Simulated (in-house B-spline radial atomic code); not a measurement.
Results of a calculation; reference values are marked as such.
Weak and strong correlation along the adiabatic connection

Two-electron singlets in several external potentials (atomic units), by full CI in B-splines with partial waves to l = 8 (correlation energies up to 0.6 % small). The repulsion is scaled by λ at fixed density; W(λ) is the mean repulsion less the Hartree energy, W(0) = E_x, and the area under W from 0 to 1 is E_xc.

One system gave this curve:

```
   λ  W (hartree)
   0     -0.71476
0.02     -0.71676
0.05     -0.71971
0.12     -0.72637
0.25     -0.73795
 0.4     -0.75016
 0.6     -0.76476
 0.8     -0.77769
   1      -0.7892
 1.4     -0.80874
   2     -0.83156
   3     -0.85845
 4.5     -0.88441
   7     -0.90996
  10     -0.92801
```

Task: Which system is it?
A. −Z/r, Z = 1.1, wall at 0.91 bohr
B. −Z/r, Z = 7.25
C. ω²r²/2 − Z/r, ω = 1.47, Z = 1
D. ω²r²/2, ω = 0.921

Result: D. The exchange energy sets the size: ω²r²/2, ω = 0.921: E_x = -0.715, E_c = -0.041; −Z/r, Z = 7.25: E_x = -4.31, E_c = -0.0451; −Z/r, Z = 1.1, wall at 0.91 bohr: E_x = -2.06, E_c = -0.0481; ω²r²/2 − Z/r, ω = 1.47, Z = 1: E_x = -1.11, E_c = -0.0411 hartree.
